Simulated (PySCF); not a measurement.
Compound: C8H7N.
Geometry (PBE0-D3(BJ)/def2-SVP, Å), atoms numbered from 1 in this order:
```xyz
16
C8H7N angstrom
N      3.9038    2.3988   -0.2368
C      2.8500    1.9124   -0.2707
C      1.5791    1.2873   -0.2829
C      0.5258    1.5505   -1.0777
C     -0.6118    0.6419   -0.6153
C     -0.9981    1.0937    0.8003
C      0.0436    0.8285    1.5939
C      1.1282    0.2000    0.7145
C      0.2236   -0.6078   -0.2433
H      0.4642    2.3031   -1.8638
H     -1.4383    0.5176   -1.3257
H     -1.9327    1.5930    1.0582
H      0.1590    1.0578    2.6536
H      1.9405   -0.3242    1.2316
H      0.7693   -1.0389   -1.0960
H     -0.3665   -1.3803    0.2708
```

Linear response at B3LYP/def2-SVPD (PySCF, frozen core in the response, non-relativistic).

Static isotropic polarisability: 89.96 au (13.33 Å³), principal values 72.1, 81.9, 115.9 au.

(1) What is the polarisability at 1064 nm and at the sodium D line?

(2) What is the isotropic C6 coefficient between two such molecules, C6 = (3/π)∫α(iω)² dω?

(3) Which effective excitation energy ω̄ makes London's formula C6 = (3/4)α²ω̄ exact here?

(4) What n − 1 at the D line would an ideal gas of it have at 273.15 K and 1 atm (2.6868 × 10¹⁹ cm⁻³), by n − 1 = 2π·N·α′?

(5) How many electrons N does the Slater–Kirkwood formula C6 = (3/4)·√N·α^(3/2) need to give this C6?

(6) What molar refraction at the D line follows from R = (4π/3)·N_A·α′, with α′ the polarisability volume?

(7) How anisotropic is the static polarisability, by Δα² = ½[(α1 − α2)² + (α2 − α3)² + (α3 − α1)²]?

Results:

(1) 90.87 au at 1064 nm (+1.0 %), 93.11 au at 589.3 nm (+3.5 %). The rise at 589.3 nm is 3.44 times that at 1064 nm; a pure ω² law gives 3.26. The lowest singlet lies at 286 nm, shorter than both wavelengths.

(2) 3240 au (Eh·bohr⁶) by a ten-point quadrature over imaginary frequencies, which is 1940 eV·Å⁶ or 187 J·nm⁶/mol.

(3) ω̄ = 4·C6/(3α²) = 0.534 Eh = 14.5 eV. A one-pole form α(ω) = α/(1 − ω²/ω̄²) fitted to the 1064 nm value gives 11.6 eV.

(4) 23.29 × 10⁻⁴, a formal value whether or not that pressure can be reached.

(5) N = (4·C6/3)²/α³ = 25.6; the species has 62 electrons in all.

(6) α′ = 13.80 Å³ gives R = 34.80 cm³/mol, for isolated, non-vibrating species.

(7) Δα = 39.8 au, or 0.44 of the isotropic value.
